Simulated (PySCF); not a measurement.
UHF on F²⁺ (fluorine, charge +2)

Configuration: [He] 2s2 2p2 3s1, high-spin 4P determinant (an excited configuration). All numbers are calculated (PySCF 2.14, the non-relativistic Hamiltonian (point nucleus), in aug-cc-pVTZ (5s4p3d2f, 46 functions)).

```
Total energy                                                  : -96.154309 hartree
One-electron energy                                           : -121.4455 hartree
Hartree (Coulomb) energy                                      : 33.9531 hartree
Exchange energy                                               : -8.6620 hartree
Kinetic energy                                                : 96.13133 hartree
⟨S²⟩                                                          : 3.7530
⟨L²⟩                                                          : 2.010
Sum of ⟨r⟩                                                    : 6.616 bohr
Sum of ⟨r²⟩                                                   : 12.87 bohr²
Traceless quadrupole moment −½Σ⟨3z² − r²⟩ along its main axis : 0.207 e·bohr²
Density at the nucleus (Gaussians lack the cusp)              : 440 bohr⁻³
Spin density at the nucleus                                   : 1.69 bohr⁻³
Langevin diamagnetic susceptibility                           : -10.2 ×10⁻⁶ cm³/mol
```

```tsv
shell	electrons	mean orbital energy (hartree)	rms radius, mean of both spins (bohr)
1s α	1	-28.89161	0.203
1s β	1	-28.74076	0.203
2s α	1	-3.59517	0.961
2s β	1	-3.12775	0.961
2p α	2	-2.83475	0.916
3s α	1	-0.83836	3.04
```

The outer electron is Rydberg-like, and this basis confines it to a smaller radius and binds it less than a complete one would.

Spin-orbit constants ζ (cm⁻¹) from the X2C one-electron operator on these orbitals (non-relativistic here): bare nucleus, nucleus screened by l(l+1)(2l+1)/3 electrons, and screened by the Breit-Pauli mean field of the electrons.

| shell | bare | screened nucleus | mean field |
| --- | --- | --- | --- |
| 2p | 619.4 | 481.8 | 428.3 |

To first order the Landé constant is A = 142.8 cm⁻¹, so the lowest level has J = 1/2 and lies 0.0442 eV below the centre of the term. This holds in LS coupling only.
